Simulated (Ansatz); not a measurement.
# Nudged elastic band run: AlCl$_{3}$H$_{4}$HfO$_{2}$

The input (input.yaml):

```yaml
crystal:
  periodic: [false, false, false]
  atoms:
    - { symbol: Hf, position_ang: [0.10542, -0.182057, 0.34419] }
    - { symbol: O, position_ang: [0.419467, 0.692392, 2.008938] }
    - { symbol: H, position_ang: [0.546638, 1.303755, 2.712172] }
    - { symbol: Cl, position_ang: [1.845846, 0.756703, -0.984603] }
    - { symbol: Cl, position_ang: [-2.075357, 0.625573, -0.173513] }
    - { symbol: Cl, position_ang: [-0.175541, -2.255206, -1.38765] }
    - { symbol: O, position_ang: [0.377149, -2.028952, 1.367862] }
    - { symbol: Al, position_ang: [0.244191, -3.63511, 0.408633] }
    - { symbol: H, position_ang: [1.662209, -4.30458, 0.283703] }
    - { symbol: H, position_ang: [-1.054559, -4.412779, 0.836745] }
    - { symbol: H, position_ang: [0.566035, -2.00104, 2.297923] }
basis:
  gaussian: { orbitals: def2-SVP }
hamiltonian:
  xc: hf
neb:
  order_check: false
  images: 3
  f_tol: 0.03
  max_iterations: 60
  climbing: false
  final_atoms:
    - { symbol: Hf, position_ang: [0.1582627, -0.57887366, -0.1735113] }
    - { symbol: O, position_ang: [0.32355558, 0.11516088, 2.08144017] }
    - { symbol: H, position_ang: [-0.41638863, 0.49713912, 2.53816308] }
    - { symbol: Cl, position_ang: [2.37287029, 0.41892281, -0.10056217] }
    - { symbol: Cl, position_ang: [-1.98966229, 0.49361007, 0.21641037] }
    - { symbol: Cl, position_ang: [-0.02628571, -0.81497002, -2.54749145] }
    - { symbol: O, position_ang: [0.18365784, -2.39846194, 0.40668424] }
    - { symbol: Al, position_ang: [0.22527509, -4.06097176, 0.81913595] }
    - { symbol: H, position_ang: [0.36814845, -5.12474273, -0.32566539] }
    - { symbol: H, position_ang: [0.12729781, -4.42731809, 2.34559807] }
    - { symbol: H, position_ang: [1.13476686, 0.43920431, 2.45419844] }
  initial_path:
    images:
      - { positions_ang: [[0.10542, -0.182057, 0.34419], [0.419467, 0.692392, 2.008938], [0.546638, 1.303755, 2.712172], [1.845846, 0.756703, -0.984603], [-2.075357, 0.625573, -0.173513], [-0.175541, -2.255206, -1.38765], [0.377149, -2.028952, 1.367862], [0.244191, -3.63511, 0.408633], [1.662209, -4.30458, 0.283703], [-1.054559, -4.412779, 0.836745], [0.566035, -2.00104, 2.297923]] }
      - { positions_ang: [[-0.01154618, -0.10373242, 0.1732889], [0.22366986, 0.35004081, 2.21302038], [-0.1464086, 0.4907021, 2.76390368], [2.01513102, 0.43015488, -0.98740666], [-1.78176204, 1.28551462, -0.47555995], [-0.70871465, -2.20738555, -1.0624705], [0.82080223, -1.92297337, 1.02676432], [0.50458309, -3.57921091, 0.58990021], [1.51108705, -4.43294374, 0.02691556], [-0.66118659, -4.19676689, 1.34192965], [0.69584281, -1.55470054, 2.10411441]] }
      - { positions_ang: [[-0.12851235, -0.02540784, 0.00238781], [0.02787272, 0.00768961, 2.41710275], [-0.83945519, -0.32235079, 2.81563536], [2.18441605, 0.10360676, -0.99021032], [-1.48816709, 1.94545623, -0.7776069], [-1.2418883, -2.1595651, -0.73729099], [1.26445545, -1.81699473, 0.68566663], [0.76497518, -3.52331181, 0.77116741], [1.3599651, -4.56130748, -0.22987187], [-0.26781419, -3.98075477, 1.8471143], [0.82565062, -1.10836108, 1.91030582]] }
      - { positions_ang: [[0.01487518, -0.30214075, -0.08556174], [0.17571415, 0.06142525, 2.24927146], [-0.62792191, 0.08739416, 2.67689922], [2.27864317, 0.26126479, -0.54538624], [-1.73891469, 1.21953315, -0.28059826], [-0.63408701, -1.48726756, -1.64239122], [0.72405665, -2.10772833, 0.54617544], [0.49512514, -3.79214178, 0.79515168], [0.86405677, -4.8430251, -0.27776863], [-0.07025819, -4.20403643, 2.09635619], [0.98020874, -0.33457838, 2.18225213]] }
      - { positions_ang: [[0.1582627, -0.57887366, -0.1735113], [0.32355558, 0.11516088, 2.08144017], [-0.41638863, 0.49713912, 2.53816308], [2.37287029, 0.41892281, -0.10056217], [-1.98966229, 0.49361007, 0.21641037], [-0.02628571, -0.81497002, -2.54749145], [0.18365784, -2.39846194, 0.40668424], [0.22527509, -4.06097176, 0.81913595], [0.36814845, -5.12474273, -0.32566539], [0.12729781, -4.42731809, 2.34559807], [1.13476686, 0.43920431, 2.45419844]] }
```

Command:

```bash
$ ansatz run input.yaml --threads 4 --pin off --max-ram 5120MiB --backend cpu --events-out ev --progress --plain --runs-dir out
```

Output, in part (warnings, iteration lines, the closing report on the highest movable image, with atoms numbered from 0):

```
NEB end point (image 0): max|allowed force component| = 2.520e-2 eV/Å (the criterion of neb.relax_end_points is 1.000e-2)
NEB end point (image 4): max|allowed force component| = 1.413e-2 eV/Å (the criterion of neb.relax_end_points is 1.000e-2)
NEB iter   1: max|band force component| = 3.891e1 eV/Å  barrier→ = 6.2929 eV  barrier← = 5.8318 eV  Δτ_max = 0.2000 Å  (203 SCF iters)
NEB iter   2: max|band force component| = 2.709e0 eV/Å  barrier→ = 2.6495 eV  barrier← = 2.1884 eV  Δτ_max = 0.2000 Å  (123 SCF iters)
NEB iter   3: max|band force component| = 2.362e0 eV/Å  barrier→ = 1.9959 eV  barrier← = 1.5348 eV  Δτ_max = 0.1966 Å  (118 SCF iters)
NEB iter   4: max|band force component| = 1.541e0 eV/Å  barrier→ = 1.7257 eV  barrier← = 1.2646 eV  Δτ_max = 0.1992 Å  (111 SCF iters)
NEB iter   5: max|band force component| = 8.179e-1 eV/Å  barrier→ = 1.5331 eV  barrier← = 1.0720 eV  Δτ_max = 0.2000 Å  (111 SCF iters)
NEB iter   6: max|band force component| = 9.526e-1 eV/Å  barrier→ = 1.3147 eV  barrier← = 0.8536 eV  Δτ_max = 0.0993 Å  (113 SCF iters)
NEB iter   7: max|band force component| = 8.981e-1 eV/Å  barrier→ = 1.1763 eV  barrier← = 0.7152 eV  Δτ_max = 0.0993 Å  (115 SCF iters)
NEB iter   8: max|band force component| = 6.760e-1 eV/Å  barrier→ = 1.0135 eV  barrier← = 0.5524 eV  Δτ_max = 0.0995 Å  (114 SCF iters)
NEB iter   9: max|band force component| = 5.439e-1 eV/Å  barrier→ = 0.9058 eV  barrier← = 0.4447 eV  Δτ_max = 0.1971 Å  (115 SCF iters)
NEB iter  10: max|band force component| = 6.141e-1 eV/Å  barrier→ = 0.8468 eV  barrier← = 0.3857 eV  Δτ_max = 0.1000 Å  (115 SCF iters)
NEB iter  11: max|band force component| = 2.446e-1 eV/Å  barrier→ = 0.8280 eV  barrier← = 0.3669 eV  Δτ_max = 0.1780 Å  (116 SCF iters)
NEB iter  12: max|band force component| = 2.573e-1 eV/Å  barrier→ = 0.8421 eV  barrier← = 0.3810 eV  Δτ_max = 0.0902 Å  (116 SCF iters)
NEB iter  13: max|band force component| = 1.748e-1 eV/Å  barrier→ = 0.8290 eV  barrier← = 0.3679 eV  Δτ_max = 0.0368 Å  (118 SCF iters)
NEB iter  14: max|band force component| = 1.203e-1 eV/Å  barrier→ = 0.8136 eV  barrier← = 0.3525 eV  Δτ_max = 0.0801 Å  (117 SCF iters)
NEB iter  15: max|band force component| = 1.198e-1 eV/Å  barrier→ = 0.8013 eV  barrier← = 0.3402 eV  Δτ_max = 0.0326 Å  (116 SCF iters)
NEB iter  16: max|band force component| = 7.016e-2 eV/Å  barrier→ = 0.7985 eV  barrier← = 0.3374 eV  Δτ_max = 0.0726 Å  (119 SCF iters)
NEB iter  17: max|band force component| = 2.011e-1 eV/Å  barrier→ = 0.8152 eV  barrier← = 0.3541 eV  Δτ_max = 0.0363 Å  (118 SCF iters)
NEB iter  18: max|band force component| = 1.258e-1 eV/Å  barrier→ = 0.8102 eV  barrier← = 0.3491 eV  Δτ_max = 0.0364 Å  (107 SCF iters)
NEB iter  19: max|band force component| = 2.239e-2 eV/Å  barrier→ = 0.8053 eV  barrier← = 0.3442 eV  Δτ_max = 0.0000 Å  (225 SCF iters)
Total energy: -49516.98825579 eV, -1819.7157545801 hartree
Atom 0 at    -0.007029    -0.177403     0.026211 Å, force    -0.011725     0.036000     0.042720 eV/Å
Atom 1 at    -0.033702     0.160749     1.977293 Å, force    -0.051248     0.042939    -0.003497 eV/Å
Atom 2 at    -0.308119     0.900970     2.494507 Å, force    -0.024988     0.022385     0.011632 eV/Å
Atom 3 at     2.090020     0.603896    -0.787907 Å, force     0.000745    -0.005181    -0.010164 eV/Å
Atom 4 at    -1.668541     1.505512    -0.362501 Å, force     0.029348     0.069052    -0.087748 eV/Å
Atom 5 at    -0.911761    -1.794003    -1.569560 Å, force    -0.034977    -0.081826     0.135503 eV/Å
Atom 6 at     0.563872    -2.078393     1.097205 Å, force     0.070696     0.028595     0.075509 eV/Å
Atom 7 at     0.667920    -3.835380     0.942358 Å, force    -0.009053     0.011782    -0.010544 eV/Å
Atom 8 at     1.062961    -4.493623    -0.410277 Å, force     0.023263     0.053098    -0.012682 eV/Å
Atom 9 at     0.446186    -4.536138     2.328325 Å, force    -0.026058    -0.009258    -0.040975 eV/Å
Atom 10 at     0.559690    -1.697489     1.978747 Å, force     0.033998    -0.167587    -0.099753 eV/Å
Dipole moment:     0.262435    -0.802509     1.005516 e Å
```

The run converged. No image climbed, so the highest image needn't sit at the top of the path. A band with more images between the same ends climbed to 1.48 eV, so this one has probably stepped over the top. So few images can step over the top or miss a turn of the path. The orbitals stay closed-shell, which can raise the energy where a bond breaks towards radicals; this wasn't checked here.

Final band (atoms are numbered from 1 in the order of the input):

| image | path coordinate (Å) | energy (eV) | Cl6–Al8 (Å) | O7–H11 (Å) | O2–H11 (Å) |
| --- | --- | --- | --- | --- | --- |
| 0 | 0.00 | 0.00 | 2.30 | 0.95 | 2.71 |
| 1 | 1.93 | 0.08 | 2.36 | 0.95 | 2.67 |
| 2 | 3.86 | 0.81 | 3.60 | 0.96 | 1.95 |
| 3 | 5.80 | 0.54 | 4.18 | 2.50 | 0.95 |
| 4 | 7.73 | 0.46 | 4.68 | 3.63 | 0.95 |

Run time: 2.1 min on 4 threads of Arm Neoverse V2, on a shared host, peak memory 0.49 GiB.
